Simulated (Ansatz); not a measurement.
C6H9O (SMILES O=C1[CH]CCCC1), doublet (typed; the unrestricted solution is spin-contaminated), geometry from GFN2-xTB; HF/STO-3G (Ansatz, a program for electronic structure).

Ansatz was given this input:
Ansatz 0.2 input:
```yaml
crystal:
  periodic: [false, false, false]
  atoms:
    - {symbol: O, position_ang: [-2.01149248, 1.13338816, -0.61273931]}
    - {symbol: C, position_ang: [-0.97208682, 0.55975997, -0.27742842]}
    - {symbol: C, position_ang: [0.26293971, 1.25363906, -0.18231219]}
    - {symbol: C, position_ang: [1.55282024, 0.64062822, 0.17886555]}
    - {symbol: C, position_ang: [1.40978103, -0.76102105, 0.76547914]}
    - {symbol: C, position_ang: [0.40373078, -1.55911788, -0.05538902]}
    - {symbol: C, position_ang: [-0.97460582, -0.92020289, 0.06167429]}
    - {symbol: H, position_ang: [0.25462407, 2.30135247, -0.44853832]}
    - {symbol: H, position_ang: [2.09617334, 1.30149621, 0.86379730]}
    - {symbol: H, position_ang: [2.16908615, 0.59446848, -0.73168131]}
    - {symbol: H, position_ang: [1.05753410, -0.69075111, 1.79676508]}
    - {symbol: H, position_ang: [2.38073331, -1.25892660, 0.77560734]}
    - {symbol: H, position_ang: [0.36199466, -2.59165276, 0.29635922]}
    - {symbol: H, position_ang: [0.71640314, -1.57383353, -1.10199648]}
    - {symbol: H, position_ang: [-1.70052807, -1.41845195, -0.58310806]}
    - {symbol: H, position_ang: [-1.33955572, -1.01291883, 1.08937338]}
basis:
  gaussian:
    orbitals: STO-3G
hamiltonian:
  xc: hf
magnetization: {spin_polarized: true, initial_magnetization: 1}
```

**Question.** What does Ansatz print? Leave out banner, timings and long lists.

**Answer.** 
```
Functional definition: HF
630 factors; integrals over basis functions are off by at most 5.0e-5 eV
mean field evaluation 1: about -8252.3604 eV, gradient 2.6e1 eV
mean field evaluation 2: about -8252.7953 eV, gradient 2.6e1 eV
mean field evaluation 4: about -8258.4062 eV, gradient 4.0e0 eV
mean field evaluation 8: about -8259.1915 eV, gradient 2.0e-1 eV
mean field evaluation 16: about -8258.7108 eV, gradient 1.3e0 eV
mean field evaluation 32: about -8258.6370 eV, gradient 1.4e0 eV
mean field -8259.19265002 eV, -303.5197316063 hartree, gradient 2.4e-5 eV, S^2 1.050822; 0 other end points of the search recorded, 0 dependent functions left out
reference -8259.19265002 eV, -303.5197316063 hartree; 27, 26 occupied and 17, 18 virtual orbitals, 630 factors
Total energy: -8259.19265002 eV, -303.5197316063 hartree
```
